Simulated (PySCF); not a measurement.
**J couplings in C5H11As**

Geometry:
```
atom   x (Å)   y (Å)   z (Å)
  C1   3.050  -0.389   0.167
  C2   1.840  -0.056   0.625
  C3   0.580  -0.804   0.365
 As4  -0.534   0.082  -1.030
  C5  -2.196  -0.895  -0.638
  C6  -0.968   1.704  -0.007
  H7   3.204  -1.291  -0.434
  H8   3.927   0.228   0.375
  H9   1.741   0.861   1.219
 H10   0.789  -1.821  -0.003
 H11  -0.034  -0.885   1.277
 H12  -2.085  -1.945  -0.948
 H13  -3.022  -0.454  -1.216
 H14  -2.447  -0.860   0.433
 H15  -1.268   1.467   1.025
 H16  -1.794   2.231  -0.508
 H17  -0.097   2.374   0.011
```

Indirect spin–spin couplings were computed at B3LYP/pcJ-1 (pcSseg-1 on As) (without the spin–dipole term) (PySCF) on a PBE0-D3(BJ)/def2-SVP structure, for the isolated molecule, without vibrational or relativistic corrections. Couplings are averaged over pairs made equivalent by symmetry, fast rotation or ring inversion, so a value needn't be that of the named pair in this geometry, while other rotamers aren't included; one pair stands for each set, and the list holds those of at least 0.8 Hz over up to four bonds.

Isotopes: $^{13}$C, $^{1}$H.

```tsv
pair	bonds	J (Hz)
C1, C2	1	76.8
C1, H7	1	164.2
C1, H8	1	?
C2, C3	1	46.3
C2, H9	1	?
C3, H10	1	140.7
C5, H12	1	?
C1, H9	2	0.9
C2, H7	2	-1.5
C2, H10	2	?
C3, H9	2	6.6
H7, H8	2	2.3
H10, H11	2	?
H12, H13	2	?
C1, H10	3	8.3
C2, C5	3	2.1
C3, H7	3	8.2
C3, H8	3	13.1
C3, H12	3	4.2
C5, H10	3	3.7
C5, H15	3	4.8
H7, H9	3	?
H8, H9	3	11.5
H9, H10	3	10.1
H7, H10	4	?
```

**Question.** Estimate the withheld couplings, with signs.

**Answer.** 
- $^{1}J$(C1,H8) = 169.3 Hz (bond length 1.093 Å, sp2 carbon)
- $^{1}J$(C2,H9) = 158.8 Hz (bond length 1.097 Å, sp2 carbon)
- $^{1}J$(C5,H12) = 138.9 Hz (bond length 1.100 Å, sp3 carbon)
- $^{2}J$(C2,H10) = -5.5 Hz (angle at C3 111°)
- $^{2}J$(H10,H11) = -11.0 Hz (angle at C3 108°)
- $^{2}J$(H12,H13) = -12.6 Hz (mean over equivalent pairs that range from -14.2 to -11.4 Hz in this conformer)
- $^{3}J$(H7,H9) = 18.1 Hz (dihedral angle 180°)
- $^{4}J$(H7,H10) = -1.3 Hz (mean over equivalent pairs that range from -2.0 to -0.5 Hz in this conformer)

Relativistic effects of the heavier atoms present are left out.
